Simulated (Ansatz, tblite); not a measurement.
Cost and result up the ladder for the cluster Be4Se5 (9 atoms). The state is a singlet with charge 0. Geometry: PBE0-D4/def2-SVP.

```xyz
9

Be   -1.294   -0.507   -1.027
Be   -0.890    0.017    1.222
Be    0.644   -1.368   -0.029
Be    0.503    1.193   -0.704
Se   -1.343   -2.014    0.583
Se   -1.640    1.465   -0.180
Se    1.282   -0.067    1.645
Se    0.631   -0.584   -2.032
Se    2.108    1.865    0.521
```

Ansatz on 2 threads of AMD EPYC 7R13 on a shared host and a share (18 GiB) of an NVIDIA H100 80GB HBM3; xTB runs through tblite on one thread. Times are rough, summed over both states, and most runs start from the orbitals of an earlier one. PBE0-D4/def2-TZVP serves as the yardstick here, not as an exact answer. The other state is a doublet.

The xTB rows come from tblite. The structure comes from a short search, and lower isomers may exist.

Raw xTB energies of ions are shifted by several eV.

| level | functions | wall time | vertical IE (eV) | difference from PBE0-D4/def2-TZVP (eV) |
| --- | --- | --- | --- | --- |
| GFN1-xTB | 61 | 0.03 s | 11.58 | 3.38 |
| GFN2-xTB | 61 | 0.047 s | 13.98 | 5.78 |
| BLYP-D4/def2-TZVP | 316 | 23 s | 7.82 | -0.38 |
| PBE-D4/def2-TZVP | 316 | 29 s | 7.98 | -0.22 |
| PBE0-D4/def2-TZVP | 316 | 31 s | 8.20 | 0.00 |
